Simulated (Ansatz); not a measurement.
CH9GeNOSi can be A, `C[N]([GeH3])[SiH2]O`, or B, `CO[SiH2][NH][GeH3]`.

Computed with Ansatz on PBE0-D4/def2-TZVP structures; ΔE is electronic, products minus reactants. CCSD(T)/CBS is the MP2 limit (def2-TZVPP, def2-QZVPP) plus CCSD(T) − MP2 in def2-TZVPP, frozen cores. DFT in def2-TZVPP. B3LYP here is the variant with VWN-RPA as its local correlation; programs differ in this. For Ge outer-core shells are correlated without core-valence functions, which leaves a few kJ/mol of doubt a bond. Scalar relativity is left out up to krypton. Each species was taken in one conformer, which may not be the lowest.

A:

Z-matrix (Å, degrees):
```
C
N 1 1.455
H 1 1.096 2 111.3
H 1 1.094 2 110.4 3 -118.7
H 1 1.098 2 112.8 3 120.9
Ge 2 1.845 1 115.3 3 -53.4
Si 2 1.711 1 121.1 3 136.8
H 6 1.533 2 107.9 1 179.0
H 6 1.541 2 107.9 1 58.3
H 6 1.542 2 109.9 1 -60.0
O 7 1.650 2 116.7 1 88.3
H 7 1.479 2 108.5 1 -155.5
H 7 1.490 2 106.0 1 -33.2
H 11 0.958 7 118.0 2 -71.7
```

B:

```xyz
14

C    -0.716    2.187   -1.203
O    -0.097    1.323   -0.282
Si    0.597   -0.100   -0.734
N     1.029   -1.025    0.628
Ge   -0.142   -1.853    1.783
H    -1.232    2.972   -0.648
H    -1.453    1.660   -1.822
H     0.018    2.659   -1.867
H     1.824    0.168   -1.534
H    -0.403   -0.844   -1.550
H     1.964   -0.897    0.987
H    -0.346   -1.024    3.065
H    -1.465   -1.991    1.019
H     0.422   -3.235    2.160
```

Which is lower in electronic energy at CCSD(T)/CBS, and by how much? (Estimate.)

The calculation gave: A, by 4.0 kcal/mol.

Give E(B) − E(A) in kcal/mol with HF/def2-TZVPP, MP2/def2-TZVPP, B3LYP, CCSD(T)/def2-TZVPP, PBE0-D4, CCSD/def2-TZVPP, PBE-D4. (An estimate is asked.)

Ansatz gave: HF/def2-TZVPP -0.6, MP2/def2-TZVPP 4.9, B3LYP 1.6, CCSD(T)/def2-TZVPP 3.8, PBE0-D4 3.6, CCSD/def2-TZVPP 3.2, PBE-D4 4.0. The order is the other way round with HF/def2-TZVPP.

Largest T1 diagnostic: 0.012.

In def2-TZVPP, CCSD(T) changes the Hartree–Fock value by +4.4 kcal/mol (the triples alone add +0.6 kcal/mol) and MP2 by +5.5 kcal/mol. The D4 term adds +1.1 kcal/mol with B3LYP and +0.6 kcal/mol with PBE0; it sums over pairs of atoms, weighted by their polarisabilities, and B3LYP, whose exchange is more repulsive, gets the larger term.
